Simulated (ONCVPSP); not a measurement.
# Which change was made? (C, ONCV)

| Quantity | Value |
| --- | --- |
| Element | C |
| Generator | ONCVPSP 4.0.1 |
| Type | optimised norm-conserving Vanderbilt (ONCV) |
| Functional | PBE |
| Relativity | fully relativistic |
| Frozen core | [He] |
| Valence charge | 4 |
| Reference configuration | 2s2 2p1 (charge +1) |
| Partial waves | 2s: rc 0.85 bohr, ncon 4, nbas 7, qcut 7.2 1/bohr, local; 2p: rc 2.15 bohr, ncon 4, nbas 8, qcut 7 1/bohr, 1 projector; d scattering state at 0.38 Ha: rc 2.05 bohr, ncon 4, nbas 8, qcut 4.1 1/bohr, 3 projectors, debl 3.5 Ha |
| Local potential | the s channel |
| Core correction | polynomial model core, fcfact 0.25 |

Open shells are filled in proportion to 2j + 1.

Cutoffs, loose and tight: the cutoffs (Ha) at which the residual kinetic energy of the hardest occupied pseudo-wave falls to 1 and 0.1 mHa per electron. They do not see the model core or the augmentation charge, which bear on the density cutoff. Test errors are all-electron minus pseudo excitation energies from the reference, over the configurations 2s2 2p2; 2s2 2p0; 2s1 2p0; 2s1 2p3; variants that change the core or the reference have their own tests.

The base gives: outcome: generated; cutoff, loose: 38 Ha; cutoff, tight: 158 Ha; bound ghosts: none; GHOST(+) flags above zero: none; largest test error (meV): +414.

(1) After one change the result is: outcome: generated; cutoff, loose: 20 Ha; cutoff, tight: 108 Ha; bound ghosts: none; GHOST(+) flags above zero: none; largest test error (meV): +463. Which change was it?
A. s: qcut 8.7; p: qcut 8.5; d: qcut 5
B. p: rc 2.56
C. all radii but the core radius scaled by about 1.06 (s 0.90, p 2.28, d 2.18 bohr)

## Answers

(1) C. The others give: p: rc 2.56 → outcome: generated; cutoff, loose: 38 Ha; cutoff, tight: 158 Ha; bound ghosts: none; GHOST(+) flags above zero: none; largest test error (meV): +577 | s: qcut 8.7; p: qcut 8.5; d: qcut 5 → outcome: generated; cutoff, loose: 36 Ha; cutoff, tight: 154 Ha; bound ghosts: none; GHOST(+) flags above zero: none; largest test error (meV): +327.
